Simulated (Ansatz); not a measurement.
## A geometry optimisation of Cl2GeH4OSi with B3LYP/6-31G*

The starting geometry of this gas-phase singlet was optimised with GFN2-xTB; its bonds are those of `[SiH3][O][GeH]([Cl])[Cl]`.

```xyz
9

Cl   -1.3854    0.0568    1.5686
Cl   -1.2957   -0.8453   -1.7378
Ge   -1.3630    0.7658   -0.4019
O     0.0550    1.7221   -0.6237
Si    1.6877    1.7992   -0.6037
H     1.9084    3.1956   -0.9638
H     2.1532    1.4603    0.7411
H     2.2090    0.8510   -1.5880
H    -2.4733    1.7424   -0.6964
```

Where would you expect an optimisation with B3LYP/6-31G* to take it?

It keeps its bonds, and is `[SiH3][O][GeH]([Cl])[Cl]`.

The energy falls by 0.26 eV over 8 steps:

| step | E − E(last) (eV) |
| --- | --- |
| 1 | 0.260 |
| 2 | 0.028 |
| 3 | 0.021 |
| 4 | 0.015 |
| 5 | 0.010 |
| 6 | 0.001 |
| 7 | 0.000 |
| 8 | 0.000 |

Final geometry (Å):

```yaml
atoms:
  - { symbol: Cl, position_ang: [-1.3032, 0.0634, 1.6094] }
  - { symbol: Cl, position_ang: [-1.2100, -0.8588, -1.7708] }
  - { symbol: Ge, position_ang: [-1.3697, 0.8294, -0.4185] }
  - { symbol: O, position_ang: [-0.0187, 1.9286, -0.6810] }
  - { symbol: Si, position_ang: [1.6521, 1.8106, -0.6080] }
  - { symbol: H, position_ang: [2.1777, 3.1550, -0.9453] }
  - { symbol: H, position_ang: [2.0945, 1.4226, 0.7558] }
  - { symbol: H, position_ang: [2.1535, 0.8120, -1.5866] }
  - { symbol: H, position_ang: [-2.6804, 1.5850, -0.6607] }
```

Frequencies at the end show an imaginary mode, so it is a saddle point. Run with Ansatz 0.2.0, 39 s on 2 threads of Intel(R) Xeon(R) Platinum 8259CL CPU @ 2.50GHz (Skylake/Cascade Lake), on a shared host.
